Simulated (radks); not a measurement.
All-electron atom: Re2+ in [Kr] 4d10 4f14 5p6 5d5 5f2 (not the ground configuration). All-electron calculation, Dirac Kohn-Sham, BLYP, spin-unpolarised, spherical densities, point nucleus; open shells fill j = l - 1/2 first. Program: a radial shooting solver on a logarithmic mesh with Libxc functionals.

Normalised radial functions P(r) = r R(r) (large component), r in bohr:

r,4f7/2,5d3/2,5d5/2
0.0006683,0.0000,0.0000,0.0000
0.0009204,0.0000,0.0000,0.0000
0.001257,0.0000,0.0000,0.0000
0.001732,0.0000,0.0001,0.0000
0.002385,0.0000,0.0001,0.0000
0.003258,0.0000,0.0002,0.0001
0.004486,0.0000,0.0005,0.0003
0.006178,0.0000,0.0011,0.0007
0.00844,0.0000,0.0024,0.0017
0.01162,0.0001,0.0054,0.0041
0.01601,0.0005,0.0117,0.0094
0.02187,0.0015,0.0244,0.0205
0.03012,0.0046,0.0494,0.0432
0.04114,0.0133,0.0925,0.0834
0.05666,0.0367,0.1599,0.1482
0.07802,0.0940,0.2398,0.2280
0.1066,0.2130,0.2879,0.2816
0.1468,0.4355,0.2306,0.2368
0.2022,0.7638,0.0103,0.0307
0.2762,1.1091,-0.2861,-0.2626
0.3803,1.3259,-0.4324,-0.4265
0.5238,1.2679,-0.2094,-0.2334
0.7155,0.9773,0.2860,0.2434
0.9854,0.5923,0.7555,0.7201
1.357,0.2725,0.8969,0.8883
1.854,0.0918,0.6989,0.7136
2.553,0.0193,0.3655,0.3860
3.516,0.0022,0.1205,0.1324
4.803,0.0001,0.0230,0.0266
6.615,0.0000,0.0019,0.0023
9.109,0.0000,0.0001,0.0001
12.44,0.0000,0.0000,0.0000

4f7/2: eigenvalue -79.350 eV, 0 radial nodes, <r> = 0.577 bohr, 90 % of the charge inside 0.943 bohr. 5d3/2: eigenvalue -35.425 eV, 2 radial nodes at r = 0.204, 0.604 bohr, <r> = 1.54 bohr, 90 % of the charge inside 2.31 bohr. 5d5/2: eigenvalue -34.078 eV, 2 radial nodes at r = 0.209, 0.618 bohr, <r> = 1.58 bohr, 90 % of the charge inside 2.37 bohr.
